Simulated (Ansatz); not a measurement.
## Stretch profile

AuHS (SMILES [SH][Au]), closed shell, at its PBE0-D4/def2-TZVP minimum:

```
atom    x (Å)    y (Å)    z (Å)
  S1  -0.4501  -0.6492  -0.3285
 Au2   1.3933  -0.0089   0.7663
  H3  -0.9541   0.5934  -0.4511
```

The bond length S1–Au2 (2.238 Å at the minimum) is set to the values below, with the rest relaxed at PBE0-D4/def2-TZVP at each step. Each method's energies count from its own value at the PBE0-D4 minimum structure. Ansatz 0.2.0; basis: def2-TZVPP; cores frozen in the correlated methods. Filled d shells of the heavier atoms are correlated. Core potentials replace the inner electrons of the atoms past krypton. B3LYP uses VWN-RPA correlation.

```
bond length (Å)  CCSD(T) (kJ/mol)  B3LYP-D4 (kJ/mol)  PBE0-D4 (kJ/mol)  MP2 (kJ/mol)  PBE-D4 (kJ/mol)
          1.924             112.7              120.8             107.8          84.7            107.2
          1.990              62.7               69.7              59.6          41.4             59.4
          2.087              19.6               24.3              18.3           7.4             18.5
          2.199               1.0                2.3               0.8          -1.9              1.0
          2.324               4.7                1.7               4.8          10.9              4.3
          2.459              24.9               17.2              24.9          39.7             23.1
          2.602              55.0               42.9              54.8          78.3             51.1
          2.752              89.3               74.0              89.7         121.2             83.5
          2.909             123.7              106.9             126.2         165.0            116.9
```

Minimum and curvature along this coordinate at CCSD(T): A fifth-order fit through the nearest points gives 2.236 Å, with a curvature of about 14 eV/Å².

Largest difference from the CCSD(T) curve over the scan: r2SCAN-D4 11.6; wB97M-V 5.5; HF 39.9 kJ/mol. Each curve counts from its own value at the minimum.

T1 diagnostic: at most 0.035. The T1 diagnostic is large here, which may signal multireference character or strong orbital relaxation, so CCSD(T) is less sure. The restricted Hartree–Fock reference is unstable towards an unrestricted one at one or more of these structures.

For scale, one of the runs: CCSD(T)/def2-TZVPP, 112 basis functions (an equivalent command: `ansatz run in.yaml --threads 2`). Hardware: 2 CPU threads, shared host. Wall time about 4.3 s.
